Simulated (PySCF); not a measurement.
Bonds (- single, = double, # triple, : aromatic): C1-Si2, Si2-Cl3, Si2-C4, C4=C5, C5-Cl6, C5-C7, C7-C8, C8-C4. C1 carries H9, H10, H11; Si2 carries H12; C7 carries H13, H14; C8 carries H15, H16. Stereochemistry as in C[Si@@H](Cl)C1=C(Cl)CC1. H13, H15 are pro-R; H14, H16 are pro-S.

- GFN2-xTB geometry
- PBE0/pcSseg-1 with gauge-including orbitals
- code: PySCF
- non-relativistic Hamiltonian, in vacuum, single conformer, equivalent nuclei averaged

Shifts are taken against calculated references (same method and geometry level): 13C and 1H and 29Si against TMS; 35Cl vs HCl.

```tsv
atoms	nucleus	count	δ (ppm)
C5	13C	1	156.7
C7	13C	1	41.3
C4	13C	1	151.8
Si2	29Si	1	-12.1
Cl6	35Cl	1	?
H12	1H	1	5.45
C8	13C	1	28.9
C1	13C	1	2.6
H16	1H	1	?
H13	1H	1	2.87
H14	1H	1	2.88
Cl3	35Cl	1	?
H15	1H	1	?
H9/H10/H11	1H	3	0.67
```

Complete the table.

Answers


- H16: 2.62 ppm, hydrogen on an allylic sp3 CH2; allylic position
- H15: 2.44 ppm, hydrogen on an allylic sp3 CH2; allylic position
- Cl6: 262 ppm, chlorine bonded to C
- Cl3: -35 ppm, chlorine bonded to Si

Carbons that carry Cl, above all several Cl atoms, come out too deshielded, partly because spin–orbit coupling is missing. Shifts are as computed. Against solution values, carbons near 30 ppm lie about +3 ppm off and those near 130 ppm about +5 ppm; carbons on Cl a further +6 ppm. Of 1211 compounds with measured shifts, 218 miss one by over three times the rms of a fit or turn the order of signals round; such compounds aren't used in these exercises.
